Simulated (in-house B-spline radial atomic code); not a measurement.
Successive ionisation energies of terbium; each step leads to the configuration of the next row (after the last: bare). Dirac energy differences include first-order Breit, QED and recoil terms. NIST's values go from ground level to ground level; the uncertainty of those that are theory runs from under 0.1 % in few-electron ions to several per cent in heavy many-electron ones. Computed with a radial B-spline atomic code at the basis-set limit: Dirac-Hartree-Fock, average of the configuration, finite nuclei.

```csv
ion,configuration,ionisation energy (eV),tabulated value (eV),tabulated kind,computed minus tabulated (eV),highest orbital,largest mean radius (bohr)
Tb54+,[Ne] 3s1,5216.3,5217,tabulated theory,-1,3s1/2,0.21468
Tb55+,[He] 2s2 2p6,11929.3,11673,tabulated theory,256,2p3/2,0.089232
Tb56+,[He] 2s2 2p5,?,?,tabulated theory,?,?,?
Tb57+,[He] 2s2 2p4,?,?,tabulated theory,?,?,?
Tb58+,[He] 2s2 2p3,12836.2,12563,tabulated theory,273,2p3/2,0.08792
Tb59+,[He] 2s2 2p2,13144.9,13658,tabulated theory,-513,2p3/2,0.087489
Tb60+,[He] 2s2 2p1,13456.9,14003,tabulated theory,-546,2p3/2,0.087061
Tb61+,[He] 2s2,14434.1,14434,tabulated theory,0,2s1/2,0.086636
Tb62+,[He] 2s1,14720.6,14721.02,tabulated theory,0,2s1/2,0.086225
Tb63+,1s2,?,?,tabulated theory,?,?,?
Tb64+,1s1,61049.8,61050.1,tabulated theory,0,1s1/2,0.02124
```

Fill in the row of Tb56+.

ionisation energy (eV): 12228.4; tabulated value (eV): 11957; computed minus tabulated (eV): 271; highest orbital: 2p3/2; largest mean radius (bohr): 0.088792.

Fill in the row of Tb57+.

ionisation energy (eV): 12530.7; tabulated value (eV): 12272; computed minus tabulated (eV): 259; highest orbital: 2p3/2; largest mean radius (bohr): 0.088354.

Fill in the row of Tb63+.

ionisation energy (eV): 59737.3; tabulated value (eV): 59741.12; computed minus tabulated (eV): -4; highest orbital: 1s1/2; largest mean radius (bohr): 0.021379.

Where is the largest jump?

From Tb62+ to Tb63+, by a factor of 4.06 (14721 to 59737 eV); the highest orbital goes from 2s1/2 to 1s1/2.

Where a p, d or f electron is removed, the computed value is a mean over both j, so it misses the tabulated one by a part of the spin-orbit splitting; averaging over terms and missing correlation add to the gap, relatively most at low charge.
